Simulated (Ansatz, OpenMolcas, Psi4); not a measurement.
# How methods differ on Ge2H6 (digermane)

Ge2H6 has 8 atoms, charge 0, and is taken as a singlet. SMILES: `[GeH3][GeH3]`. The coordinates come from a PBE0-D4/def2-TZVP relaxation.

Quantity: the vertical energy of the triplet above the singlet, in eV. The values are calculated.

```
                                 level                    kind     program  value (eV)  less CCSD(T)/6-31G*
     TPSS/6-31G* (spherical functions)                meta-GGA  OpenMolcas        6.42                -0.42
   M06-2X/6-31G* (spherical functions)         hybrid meta-GGA        Psi4        6.49                -0.35
  r2SCAN0/6-31G* (spherical functions)         hybrid meta-GGA      Ansatz        6.57                -0.27
CAM-B3LYP/6-31G* (spherical functions)  range-separated hybrid      Ansatz        6.63                -0.21
  wB97M-V/6-31G* (spherical functions)  range-separated hybrid        Psi4        6.58                -0.26
   B2PLYP/6-31G* (spherical functions)           double hybrid      Ansatz        6.69                -0.15
      MP2/6-31G* (spherical functions)     perturbation theory      Ansatz        6.93                +0.09
  CCSD(T)/6-31G* (spherical functions)   coupled cluster or CI        Psi4        6.84                 0.00
```

Differences are taken from CCSD(T)/6-31G* (spherical functions) for orientation; it has basis-set and higher-order errors of its own. All-electron rows without a relativistic Hamiltonian named are non-relativistic. The values span 6.42 to 6.93 eV. A triplet this far above the singlet is often a Rydberg-like or dissociative state; sets without diffuse functions put Rydberg states too high. In the correlated wave-function rows the outer d shell of Ge is correlated, in sets not made for it.
